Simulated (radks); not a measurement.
Problem. Valence configurations of Fe III (all share [Ar]). Calculated with a radial shooting solver on a logarithmic mesh with Libxc functionals: scalar-relativistic Kohn-Sham, PBE, spin-polarised, spherical densities, point nucleus; open shells are filled with parallel spins first. Order these by energy: 3d4 4s2; 3d5 4p1; 3d5 4s1; 3d6; 3d4 4s1 4p1; 3d3 4s0.5 4p2.5; 3d4 4p2; 3d3 4s1 4p2.

Solution. From the lowest, in eV above it: 3d6 0.000; 3d5 4s1 3.552; 3d5 4p1 10.140; 3d4 4s2 18.439; 3d4 4s1 4p1 23.288; 3d4 4p2 30.446; 3d3 4s1 4p2 48.878; 3d3 4s0.5 4p2.5 52.737. NIST lists [Ar] 3d6 as the ground configuration; this level of theory agrees among the configurations tried. The energies are those of spherical high-spin densities, not of single terms.
